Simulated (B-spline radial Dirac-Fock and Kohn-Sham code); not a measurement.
**Relativistic shifts of the levels of Sm¹⁴⁺**

System: the Sm¹⁴⁺ ion in the configuration [Kr] 4d10 4f1 5s1.

Both columns are ΔSCF binding energies of the configuration average from a radial finite-basis atomic code: non-relativistic Hartree-Fock with a point nucleus, and Dirac-Fock with a finite nucleus and the Coulomb interaction alone, averaged over the two j levels with weights 2j+1.

```
shell  Hartree-Fock (eV)  Dirac-Fock (eV)  shift (eV)  shift (%)
   1s            44729.6          47332.7    +2603.11      +5.82
   2s             7405.9           8070.7     +664.84      +8.98
   2p             7029.6           7238.5     +208.91      +2.97
   3s             1887.5           2041.6     +154.10      +8.16
   3p             1720.9           1774.1      +53.12      +3.09
   3d             1414.0           1400.2      -13.78      -0.97
   4p              542.7            555.3      +12.67      +2.34
   4d              421.3            418.3       -2.97      -0.71
   4f              285.2            280.3       -4.90      -1.72
   5s              262.2            273.1      +10.88      +4.15
```

Relativity binds 1s, 2s, 2p, 3s, 3p, 4p, 5s more strongly, among those listed most of all 2s in relative terms, and 3d, 4d, 4f more weakly, because the contracted s and p shells screen the nucleus better.

Values without a named source are computed, but for edge energies of neutral atoms, which are taken from tables.
